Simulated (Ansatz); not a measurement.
Frontier orbitals of C2H7GeNO, SMILES `C[N](C)[Ge][OH]`.

The species carries charge 0 and has multiplicity 1. Correlated methods include outer-core shells of Ge, which these sets cover unevenly. Scalar relativity is left out up to krypton. Geometry: relaxed with PBE0-D4/def2-TZVP. It is one conformer, not always the lowest. Basis def2-TZVPP, Ansatz.

Orbital energies of one run (eV). Highest occupied ones, from the top: -8.06, -8.56, -10.66, -10.71, -12.12, -12.47, -12.68, -14.35, -14.54, -15.36, -16.38, -19.29, -21.74, -26.86. Empty: -0.04, 1.58, 1.91, 2.90, 3.19, 3.51.

(1) Which functional gave them?
A. PBE0
B. ωB97X-V
C. LC-ωPBE
D. CAM-B3LYP

Answers

(1) D. HOMO energies: CAM-B3LYP -8.06, LC-ωPBE -9.39, ωB97X-V -9.06, PBE0 -6.74 eV.

LC-ωPBE has ω = 0.4 bohr⁻¹.
